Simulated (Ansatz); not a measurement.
## Energy profile

The step: SiH₂ClF ([F][SiH2][Cl]) + HCl + H₂O → SiHCl₂F ([F][SiH]([Cl])[Cl]) + H₂O + H₂; bonds formed: Si1–Cl4, H2–H8, O9–H10; bonds broken: Si1–H2, Cl4–H10, H8–O9 (atoms numbered as in the saddle structure below).

```csv
atom,x (Å),y (Å),z (Å)
Si1,-0.9087,0.5104,-0.5646
H2,0.4170,-0.2794,-0.9804
Cl3,-1.6007,-0.1658,-2.4281
Cl4,0.5644,1.7702,0.6405
H5,-1.8154,1.6662,-0.4954
H6,0.8699,-1.4018,1.4071
F7,-1.3646,-0.5422,0.5691
H8,0.9274,-0.7156,-0.1353
O9,1.4881,-0.9048,0.8489
H10,1.4224,0.0628,1.1383
```

Electronic energies by CCSD(T) at an estimated basis limit (MP2 extrapolated from triple and quadruple zeta, plus CCSD(T) − MP2 in triple zeta), on PBE0-D4/def2-TZVP structures; SiH₅Cl₂OF, closed shell; no counterpoise correction. Program: Ansatz 0.2.0. Basis: def2-TZVPP and def2-QZVPP. Cores are frozen in the correlated methods. Extrapolation: Hartree–Fock as exp(−7.88 √X), correlation as X^−2.97.

(1) Give the profile in kJ/mol, counted from the separated reactants. (An estimate is asked for; the value comes from the calculation.)

The T1 diagnostic stays at or below 0.011.

## Answers

(1) Computed:
```
                                                                                                                                point  kJ/mol
    separated: SiH₂ClF (linked as [F][SiH2][Cl]; Si1, H2, Cl3, H5, F7; singlet) + HCl (Cl4, H10; singlet) + H₂O (H6, H8, O9; singlet)     0.0
                                                                                                                      start structure   -42.8
                                                                                                                               saddle    94.7
                                                                                                                        end structure   -94.1
separated: SiHCl₂F (linked as [F][SiH]([Cl])[Cl]; Si1, Cl3, Cl4, H5, F7; singlet) + H₂ (H2, H8; singlet) + H₂O (H6, O9, H10; singlet)   -82.2
```

For scale, one of the runs: CCSD(T)/def2-TZVPP, 258 basis functions, launched by `ansatz run in.yaml --threads 8 --pin off --events-out ev --progress --plain --max-ram 19148MiB`. Time: 110 s of wall clock on 8 CPU threads of an Arm Neoverse V2; the host was shared. Peak host memory: 5.8 GiB.
